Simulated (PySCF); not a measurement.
## C₆ coefficients of unlike pairs at PBE

Calculated with PySCF 2.14 from the dipole response of each species, C₆(A,B) = (3/π) ∫ α_A(iu) α_B(iu) du, in atomic units, from isotropic polarisabilities. For ions this is the dispersion term alone; charge-induced terms of lower order in 1/R come first.

```json
{"species": "Bi", "configuration": "[Xe] 4f14 5d10 6s2 6p3 (4S)", "basis": "x2c-TZVPPall with one added diffuse shell each of s, p, d, f type (12s8p7d4f)", "relativity": "spin-free X2C", "α (bohr³)": "54.60", "C₆ (like pair)": "659.7"}
{"species": "Sc²⁺", "configuration": "[Ar] 3d1 (2D)", "basis": "aug-cc-pVDZ-DK (7s6p4d2f)", "relativity": "spin-free X2C", "α (bohr³)": "4.711", "C₆ (like pair)": "13.23"}
{"species": "N²⁺", "configuration": "[He] 2s2 2p1 (2P)", "basis": "aug-cc-pVQZ with one added diffuse shell each of s, p, d, f, g type (7s6p5d4f3g)", "relativity": "none", "α (bohr³)": "2.589", "C₆ (like pair)": "3.677"}
{"species": "Cl⁺", "configuration": "[Ne] 3s2 3p4 (3P)", "basis": "aug-cc-pVDZ-DK (5s4p2d)", "relativity": "spin-free X2C", "α (bohr³)": "8.587", "C₆ (like pair)": "41.58"}
```

**Question.** Estimate C₆ for N²⁺ with Bi.

**Answer.** The integral gives 45.99. The combination rule 2 C_A C_B / (C_A α_B/α_A + C_B α_A/α_B) gives 44.58 and the geometric mean 49.25.

No spin-orbit coupling is included, so Bi, close to jj coupling, stand for model states.

The other pairs:

```csv
pair,C₆
"Cl⁺, Bi",154.8
"Sc²⁺, Bi",84.61
"N²⁺, Sc²⁺",6.935
"Cl⁺, N²⁺",12.33
"Cl⁺, Sc²⁺",23.16
```
